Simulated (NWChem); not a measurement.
CH₃FO₃Si; SMILES O[Si]1(F)OCO1

```xyz
9

O      1.3275    -1.3691     0.0000
Si     0.0236    -0.3706     0.0000
F     -1.2999    -1.3127     0.0000
O      0.0090     0.8899    -1.1194
C     -0.0211     1.7980     0.0000
O      0.0090     0.8899     1.1194
H      1.1454    -2.3248     0.0000
H      0.8752     2.4582     0.0000
H     -0.9565     2.4019     0.0000
```
Atoms are numbered in this order, from 1.

Level: PBE-D3(BJ)/def2-SVP (NWChem), optimised geometry, unscaled harmonic frequencies. 

| frequency (cm⁻¹) | IR intensity (km/mol) |
|---|---|
| 145 | 18.1 |
| 174 | 1.6 |
| 283 | 27.2 |
| 286 | 99.6 |
| 323 | 17.0 |
| 368 | 24.1 |
| 582 | 43.3 |
| 739 | 19.4 |
| 770 | 130.9 |
| 841 | 44.1 |
| 945 | 173.8 |
| 948 | 181.4 |
| 1032 | 371.1 |
| 1056 | 2.4 |
| 1107 | 5.1 |
| 1110 | 0.0 |
| 1319 | 13.3 |
| 1480 | 4.7 |
| 2950 | 77.5 |
| 3014 | 38.6 |
| 3775 | 116.5 |

| Quantity | Result |
|---|---|
| zero-point energy | 33.2 kcal/mol |
| thermal correction to the enthalpy at 298.15 K (with zero-point energy) | 37.8 kcal/mol |
| heat capacity Cv | 21.7 cal/(mol K) |
| entropy at 298.15 K and 1 atm (symmetry number 1) | 78.9 cal/(mol K) |
| dipole moment | 0.97 D |

Rigid rotor and harmonic oscillator.
